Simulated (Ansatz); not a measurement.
Born–Oppenheimer molecular dynamics of BFHInO (5 atoms, charge 0, multiplicity 1). It starts from a relaxed structure.

These are results of Ansatz, RKS PBE-D4/def2-SVP, not measurements.

```yaml
ensemble: NVT, Langevin thermostat
time_step: 0.5 fs
steps_asked: 266
set_temperature: 300 K
friction: 0.02 /fs
seed: 532515
```

Frames 0.5 fs apart, positions in Å.

Velocities at 120.0 fs (Å/ps):

```
F -4.50 -1.18 -1.88
In 2.68 0.52 -1.92
B -1.27 3.28 -1.30
O -5.98 8.01 -4.42
H -14.30 -33.99 8.29
```

```xyz
5
Properties=species:S:1:pos:R:3 time_fs=120.0 energy_less_start_eV=0.048 T=421
F -1.642 0.035 -0.640
In 0.369 -2.085 1.006
B -0.450 0.592 -0.294
O 0.567 -0.106 0.165
H -0.420 1.834 -0.336
5
Properties=species:S:1:pos:R:3 time_fs=120.5 energy_less_start_eV=0.050 T=398
F -1.644 0.035 -0.641
In 0.371 -2.085 1.006
B -0.451 0.594 -0.294
O 0.564 -0.102 0.163
H -0.425 1.817 -0.332
5
Properties=species:S:1:pos:R:3 time_fs=121.0 energy_less_start_eV=0.058 T=363
F -1.646 0.035 -0.643
In 0.372 -2.084 1.005
B -0.452 0.596 -0.295
O 0.562 -0.099 0.160
H -0.429 1.800 -0.330
5
Properties=species:S:1:pos:R:3 time_fs=121.5 energy_less_start_eV=0.075 T=337
F -1.648 0.035 -0.645
In 0.373 -2.084 1.004
B -0.453 0.598 -0.296
O 0.559 -0.096 0.158
H -0.432 1.783 -0.328
5
Properties=species:S:1:pos:R:3 time_fs=122.0 energy_less_start_eV=0.099 T=306
F -1.650 0.035 -0.646
In 0.375 -2.084 1.004
B -0.454 0.600 -0.297
O 0.556 -0.093 0.157
H -0.434 1.769 -0.327
5
Properties=species:S:1:pos:R:3 time_fs=122.5 energy_less_start_eV=0.122 T=262
F -1.652 0.034 -0.648
In 0.376 -2.084 1.003
B -0.455 0.603 -0.298
O 0.554 -0.089 0.155
H -0.436 1.759 -0.326
5
Properties=species:S:1:pos:R:3 time_fs=123.0 energy_less_start_eV=0.140 T=248
F -1.655 0.034 -0.649
In 0.377 -2.083 1.002
B -0.456 0.606 -0.298
O 0.552 -0.086 0.153
H -0.437 1.754 -0.326
5
Properties=species:S:1:pos:R:3 time_fs=123.5 energy_less_start_eV=0.149 T=217
F -1.658 0.034 -0.651
In 0.379 -2.083 1.002
B -0.457 0.608 -0.299
O 0.550 -0.084 0.151
H -0.437 1.753 -0.327
5
Properties=species:S:1:pos:R:3 time_fs=124.0 energy_less_start_eV=0.146 T=231
F -1.661 0.034 -0.652
In 0.380 -2.083 1.001
B -0.458 0.611 -0.299
O 0.549 -0.082 0.150
H -0.437 1.757 -0.329
5
Properties=species:S:1:pos:R:3 time_fs=124.5 energy_less_start_eV=0.131 T=238
F -1.663 0.035 -0.653
In 0.381 -2.083 1.000
B -0.459 0.613 -0.299
O 0.548 -0.080 0.148
H -0.437 1.767 -0.333
5
Properties=species:S:1:pos:R:3 time_fs=125.0 energy_less_start_eV=0.109 T=291
F -1.666 0.035 -0.654
In 0.382 -2.083 0.999
B -0.461 0.615 -0.299
O 0.547 -0.079 0.147
H -0.439 1.782 -0.337
5
Properties=species:S:1:pos:R:3 time_fs=125.5 energy_less_start_eV=0.087 T=311
F -1.668 0.036 -0.655
In 0.384 -2.082 0.998
B -0.463 0.617 -0.299
O 0.546 -0.077 0.146
H -0.440 1.800 -0.341
```

Of the whole run (133 fs, mean temperature of the second half 336 K): The mean temperature of the second half is 12 % above the set value. A run of 0.13 ps of so small a system gives no equilibrium averages.

Run time: 6.9 min on 2 threads of Arm Neoverse N1, with other jobs on the host, peak memory 0.12 GiB.
